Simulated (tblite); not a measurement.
Record of a relaxation.

Compound: C5H3NP2.
Numbering: `[N:1]#[C:2][c:3]1[p:4][cH:5][cH:6][cH:7][p:8]1` (hydrogens: H9 on C5; H10 on C6; H11 on C7)

Computed with GFN2-xTB (tblite), gas phase: L-BFGS steps from a force-field or distance-geometry start until the largest atomic force falls under 0.01 eV/Å. 14 of its 44 geometries are shown.

Step 0: E = -545.5003 eV, largest atomic force 2.902 eV/Å
```
atom  x, y, z in Å  |  force x, y, z in eV/Å
N1      3.854    0.039   -0.796   -2.295  -0.018   0.630
C2      2.762    0.006   -0.372    1.295  -0.146   0.534
C3      1.448   -0.049    0.159   -0.154   0.045   0.866
P4      0.728    1.474    0.881   -1.259  -1.058  -2.391
C5     -0.985    1.262    0.275    1.211  -1.244   0.960
C6     -1.584    0.034   -0.070    0.692   0.057  -0.365
C7     -1.025   -1.254   -0.073    1.106   0.692   1.329
P8      0.683   -1.668    0.474   -1.311   1.516  -2.081
H9     -1.583    2.164    0.225    0.082  -0.183   0.302
H10    -2.631    0.094   -0.381    0.325   0.025  -0.163
H11    -1.662   -2.100   -0.348    0.308   0.315   0.379
```

Step 3: E = -546.2447 eV, largest atomic force 1.117 eV/Å
```
atom  x, y, z in Å  |  force x, y, z in eV/Å
N1      3.802    0.040   -0.790   -0.769  -0.019   0.260
C2      2.754   -0.005   -0.306    0.508  -0.072   0.443
C3      1.442   -0.048    0.201   -0.128  -0.079   0.151
P4      0.693    1.438    0.758    0.437   0.811  -0.632
C5     -0.963    1.212    0.316   -0.459   0.238   0.049
C6     -1.559    0.036   -0.091   -0.482   0.046  -0.105
C7     -1.003   -1.224   -0.014   -0.386  -0.117   0.052
P8      0.642   -1.606    0.361    0.426  -0.589  -0.846
H9     -1.564    2.136    0.247    0.338  -0.527   0.377
H10    -2.605    0.095   -0.390    0.208   0.020  -0.215
H11    -1.634   -2.071   -0.318    0.308   0.287   0.465
```

Step 7: E = -546.5141 eV, largest atomic force 0.391 eV/Å
```
atom  x, y, z in Å  |  force x, y, z in eV/Å
N1      3.745    0.039   -0.774    0.150  -0.030   0.201
C2      2.754   -0.021   -0.196   -0.050   0.014  -0.055
C3      1.422   -0.057    0.246    0.043   0.017   0.007
P4      0.719    1.511    0.610    0.053  -0.150  -0.125
C5     -0.962    1.198    0.336    0.062   0.257  -0.260
C6     -1.576    0.038   -0.085    0.050  -0.057   0.312
C7     -1.002   -1.211    0.016    0.077  -0.185  -0.336
P8      0.667   -1.639    0.195    0.036   0.159  -0.085
H9     -1.548    2.102    0.309   -0.220   0.187   0.150
H10    -2.602    0.100   -0.432    0.034  -0.007   0.081
H11    -1.613   -2.058   -0.251   -0.235  -0.204   0.110
```

Step 10: E = -546.5530 eV, largest atomic force 0.349 eV/Å
```
atom  x, y, z in Å  |  force x, y, z in eV/Å
N1      3.756    0.035   -0.747    0.151  -0.027   0.178
C2      2.755   -0.022   -0.186    0.073   0.005  -0.027
C3      1.421   -0.057    0.250    0.006   0.010  -0.135
P4      0.729    1.518    0.576   -0.059   0.042  -0.069
C5     -0.956    1.220    0.310   -0.194  -0.041  -0.049
C6     -1.574    0.034   -0.054    0.025   0.023  -0.169
C7     -0.996   -1.226   -0.016   -0.177   0.058  -0.038
P8      0.677   -1.639    0.160   -0.059  -0.008  -0.080
H9     -1.571    2.118    0.335    0.045  -0.130   0.022
H10    -2.599    0.100   -0.426    0.155  -0.043   0.310
H11    -1.637   -2.079   -0.228    0.033   0.111   0.058
```

Step 13: E = -546.5812 eV, largest atomic force 0.516 eV/Å
```
atom  x, y, z in Å  |  force x, y, z in eV/Å
N1      3.792    0.027   -0.692    0.158  -0.019   0.137
C2      2.766   -0.022   -0.179   -0.022  -0.010   0.056
C3      1.421   -0.053    0.228   -0.056   0.040  -0.259
P4      0.724    1.527    0.530    0.012   0.044  -0.030
C5     -0.967    1.229    0.285    0.294  -0.069   0.141
C6     -1.565    0.033   -0.054   -0.054   0.019  -0.093
C7     -1.006   -1.228   -0.045    0.249   0.019   0.161
P8      0.671   -1.635    0.112    0.032  -0.042  -0.044
H9     -1.587    2.113    0.360   -0.058  -0.022  -0.078
H10    -2.588    0.092   -0.371   -0.510  -0.007   0.078
H11    -1.655   -2.080   -0.201   -0.046   0.047  -0.071
```

Step 17: E = -546.6612 eV, largest atomic force 0.534 eV/Å
```
atom  x, y, z in Å  |  force x, y, z in eV/Å
N1      3.907   -0.002   -0.484    0.047  -0.015   0.135
C2      2.806   -0.025   -0.157   -0.095   0.002  -0.061
C3      1.417   -0.034    0.082    0.045   0.004  -0.086
P4      0.730    1.553    0.399    0.061  -0.150  -0.066
C5     -0.963    1.231    0.246   -0.192  -0.065  -0.075
C6     -1.581    0.035   -0.073   -0.123  -0.065   0.516
C7     -1.004   -1.222   -0.083   -0.157   0.099  -0.030
P8      0.678   -1.625   -0.026    0.037   0.167  -0.028
H9     -1.627    2.076    0.401    0.164   0.068  -0.106
H10    -2.661    0.068   -0.181    0.041   0.010  -0.066
H11    -1.697   -2.054   -0.148    0.172  -0.055  -0.132
```

Step 20: E = -546.6984 eV, largest atomic force 0.783 eV/Å
```
atom  x, y, z in Å  |  force x, y, z in eV/Å
N1      3.963   -0.020   -0.346   -0.671  -0.013   0.188
C2      2.824   -0.026   -0.156    0.756   0.012  -0.203
C3      1.425   -0.021   -0.016    0.090  -0.031   0.109
P4      0.738    1.547    0.319   -0.380   0.211  -0.088
C5     -0.970    1.225    0.224   -0.078   0.015   0.129
C6     -1.621    0.028   -0.006    0.100   0.004   0.004
C7     -1.011   -1.210   -0.099   -0.097  -0.034   0.110
P8      0.684   -1.599   -0.105   -0.340  -0.170  -0.132
H9     -1.623    2.071    0.400    0.173   0.169  -0.080
H10    -2.710    0.057   -0.091    0.279  -0.012   0.083
H11    -1.693   -2.050   -0.148    0.168  -0.150  -0.120
```

Step 23: E = -546.7256 eV, largest atomic force 0.167 eV/Å
```
atom  x, y, z in Å  |  force x, y, z in eV/Å
N1      3.978   -0.028   -0.286   -0.144  -0.006   0.056
C2      2.836   -0.027   -0.153   -0.069   0.011  -0.043
C3      1.429   -0.019   -0.037   -0.026  -0.002   0.041
P4      0.718    1.558    0.263    0.138  -0.032  -0.030
C5     -0.981    1.225    0.227    0.044   0.054   0.083
C6     -1.627    0.023    0.030   -0.001   0.013  -0.121
C7     -1.022   -1.209   -0.095    0.052  -0.083   0.046
P8      0.665   -1.594   -0.163    0.133   0.031  -0.013
H9     -1.607    2.089    0.396   -0.033   0.147  -0.071
H10    -2.707    0.052   -0.052   -0.052  -0.017   0.152
H11    -1.676   -2.067   -0.155   -0.041  -0.115  -0.101
```

Step 26: E = -546.7351 eV, largest atomic force 0.214 eV/Å
```
atom  x, y, z in Å  |  force x, y, z in eV/Å
N1      3.984   -0.035   -0.230   -0.214   0.003  -0.002
C2      2.836   -0.026   -0.158    0.074  -0.002   0.024
C3      1.429   -0.016   -0.063   -0.050   0.000   0.016
P4      0.719    1.561    0.226    0.016   0.037   0.024
C5     -0.984    1.228    0.233    0.002  -0.009  -0.083
C6     -1.632    0.022    0.040    0.040  -0.008   0.073
C7     -1.024   -1.214   -0.091    0.003   0.029  -0.084
P8      0.666   -1.588   -0.199    0.012  -0.041   0.019
H9     -1.601    2.109    0.383    0.023  -0.064  -0.042
H10    -2.718    0.045    0.006    0.073  -0.014   0.082
H11    -1.670   -2.083   -0.173    0.021   0.071  -0.026
```

Step 30: E = -546.7434 eV, largest atomic force 0.084 eV/Å
```
atom  x, y, z in Å  |  force x, y, z in eV/Å
N1      3.966   -0.039   -0.200   -0.021   0.006  -0.030
C2      2.819   -0.026   -0.149    0.024  -0.015   0.063
C3      1.412   -0.015   -0.068    0.083  -0.008   0.009
P4      0.723    1.572    0.206   -0.066  -0.033  -0.036
C5     -0.978    1.234    0.215    0.044  -0.006   0.012
C6     -1.618    0.019    0.057   -0.045   0.006  -0.015
C7     -1.018   -1.215   -0.114    0.039   0.004   0.035
P8      0.670   -1.594   -0.219   -0.059   0.050  -0.026
H9     -1.598    2.109    0.365   -0.029  -0.018  -0.016
H10    -2.704    0.035    0.072    0.054  -0.006   0.028
H11    -1.669   -2.078   -0.190   -0.023   0.020  -0.024
```

Step 33: E = -546.7452 eV, largest atomic force 0.042 eV/Å
```
atom  x, y, z in Å  |  force x, y, z in eV/Å
N1      3.968   -0.043   -0.167    0.001   0.003  -0.017
C2      2.820   -0.029   -0.136    0.041  -0.005   0.010
C3      1.413   -0.013   -0.081    0.019  -0.001   0.011
P4      0.720    1.575    0.172    0.026  -0.001   0.005
C5     -0.977    1.234    0.208   -0.033   0.003  -0.010
C6     -1.618    0.018    0.068    0.004  -0.002   0.013
C7     -1.018   -1.213   -0.119   -0.031   0.001  -0.003
P8      0.667   -1.588   -0.253    0.023  -0.001   0.007
H9     -1.599    2.107    0.361   -0.022   0.001  -0.013
H10    -2.701    0.030    0.114   -0.009  -0.001   0.016
H11    -1.669   -2.075   -0.194   -0.018   0.003  -0.019
```

Step 36: E = -546.7456 eV, largest atomic force 0.061 eV/Å
```
atom  x, y, z in Å  |  force x, y, z in eV/Å
N1      3.971   -0.043   -0.165    0.059   0.000  -0.014
C2      2.824   -0.029   -0.134   -0.036   0.001   0.004
C3      1.416   -0.013   -0.082   -0.013  -0.003   0.028
P4      0.721    1.575    0.171   -0.010   0.011  -0.006
C5     -0.978    1.234    0.205    0.014  -0.004   0.004
C6     -1.618    0.017    0.071   -0.007  -0.001   0.005
C7     -1.019   -1.213   -0.121    0.014   0.003   0.002
P8      0.668   -1.587   -0.253   -0.009  -0.010  -0.006
H9     -1.603    2.107    0.358    0.001   0.000  -0.011
H10    -2.701    0.028    0.124   -0.018   0.001   0.004
H11    -1.673   -2.074   -0.198    0.003   0.004  -0.011
```

Step 40: E = -546.7460 eV, largest atomic force 0.031 eV/Å
```
atom  x, y, z in Å  |  force x, y, z in eV/Å
N1      3.972   -0.042   -0.179    0.011   0.000  -0.012
C2      2.825   -0.029   -0.133   -0.022   0.000   0.022
C3      1.417   -0.015   -0.069    0.002   0.001  -0.008
P4      0.721    1.574    0.177    0.001  -0.012  -0.004
C5     -0.978    1.234    0.206    0.002   0.003   0.003
C6     -1.619    0.017    0.072    0.001   0.000  -0.001
C7     -1.019   -1.212   -0.119    0.001  -0.003  -0.004
P8      0.668   -1.589   -0.246    0.004   0.013   0.001
H9     -1.604    2.107    0.351    0.005   0.006   0.001
H10    -2.702    0.029    0.121   -0.007  -0.001   0.000
H11    -1.673   -2.072   -0.206    0.001  -0.007   0.001
```

Step 43: E = -546.7460 eV, largest atomic force 0.009 eV/Å
```
atom  x, y, z in Å  |  force x, y, z in eV/Å
N1      3.971   -0.042   -0.181    0.006   0.000  -0.003
C2      2.824   -0.030   -0.131    0.001   0.000   0.005
C3      1.417   -0.015   -0.067   -0.003   0.002  -0.003
P4      0.721    1.574    0.176   -0.002   0.007   0.003
C5     -0.978    1.234    0.206   -0.003  -0.002  -0.003
C6     -1.619    0.017    0.072   -0.003   0.000  -0.002
C7     -1.019   -1.212   -0.119   -0.003   0.002  -0.003
P8      0.668   -1.588   -0.246   -0.003  -0.008   0.002
H9     -1.604    2.107    0.351    0.004   0.003   0.001
H10    -2.703    0.029    0.120    0.002  -0.001   0.003
H11    -1.673   -2.072   -0.206    0.003  -0.002   0.000
```

Task: Summarise the path.

Result: The energy falls by 28.73 kcal/mol from step 0 to step 43; nine tenths of that is first reached at step 15. It falls at every step. The largest force goes from 2.902 to 0.009 eV/Å. Among the bonds C7–P8 changes most, from 1.840 to 1.733 Å; the atoms move by 0.413 Å rms after alignment.

Task: Follow the three bonds and two angles with the largest change from start to end.

Result: 
```csv
step,E above end (kcal/mol),largest force (eV/Å),C7–P8 (Å),P4–C5 (Å),C3–P4 (Å),P4–C3–P8 (°),C2–C3–P8 (°)
0,28.73,2.902,1.840,1.829,1.833,120.4,119.3
2,17.36,3.092,1.678,1.672,1.749,120.1,119.7
4,9.22,0.883,1.737,1.740,1.750,123.6,118.2
6,6.06,0.605,1.738,1.740,1.753,128.4,115.7
7,5.35,0.391,1.733,1.732,1.756,129.8,114.9
9,4.67,0.423,1.730,1.729,1.753,130.7,114.3
11,4.26,0.260,1.734,1.735,1.750,130.9,114.2
13,3.80,0.516,1.733,1.734,1.753,130.9,114.2
15,2.85,0.660,1.728,1.727,1.761,131.4,114.1
17,1.96,0.534,1.731,1.729,1.758,131.6,114.2
19,1.34,0.385,1.737,1.738,1.747,131.2,114.3
21,0.79,0.269,1.736,1.738,1.748,130.5,114.7
22,0.59,0.206,1.733,1.734,1.753,130.2,114.9
24,0.35,0.227,1.732,1.731,1.757,129.8,115.1
26,0.25,0.214,1.735,1.735,1.753,130.0,115.0
28,0.17,0.122,1.737,1.737,1.750,130.7,114.6
30,0.06,0.084,1.734,1.734,1.751,131.6,114.2
32,0.02,0.065,1.731,1.731,1.751,131.5,114.2
34,0.01,0.035,1.732,1.732,1.751,131.3,114.4
36,0.01,0.061,1.733,1.733,1.752,131.2,114.4
37,0.01,0.055,1.733,1.733,1.752,131.2,114.4
39,0.00,0.045,1.733,1.733,1.752,131.2,114.4
41,0.00,0.021,1.733,1.733,1.752,131.2,114.4
43,0.00,0.009,1.733,1.733,1.752,131.2,114.4
```
